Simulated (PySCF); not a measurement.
**Working out the ionisation energy of Ni⁺**

Ni⁺ [Ar] 3d9 (2D) → Ni²⁺ [Ar] 3d8 (3F). Computed with PySCF 2.14 in x2c-TZVPPall with one added diffuse shell each of s, p, d, f type (7s6p5d3f1g, 80 functions), with scalar relativity by spin-free X2C-1e. Frozen: [Ne]. Energies in hartree (1 hartree = 27.21139 eV):

```
             part   Ni⁺ (lower)  Ni²⁺ (upper)
              UHF  -1518.787345  -1518.235476
MP2 opposite-spin     -0.485618     -0.393510
    MP2 same-spin     -0.242464     -0.187745
```

Question: What does Hartree-Fock give?

Answer: (-1518.235476) − (-1518.787345) = 0.551869 hartree = 15.017 eV.

Question: What do MP2 and SCS-MP2 (6/5 opposite-spin, 1/3 same-spin) give?

Answer: The opposite-spin parts differ by 2.506 eV and the same-spin parts by 1.489 eV. MP2: 15.017 + (2.506) + (1.489) = 19.012 eV. SCS-MP2: 15.017 + 1.2 × (2.506) + (1.489)/3 = 18.521 eV.

A first-order spin-orbit estimate adds -0.049 eV to MP2 (valence and next inner shell), giving 18.963 eV against 18.169 eV (measured; NIST Atomic Spectra Database, ionization energies).

What remains against the reference includes basis incompleteness, the frozen core and correlation beyond second order.
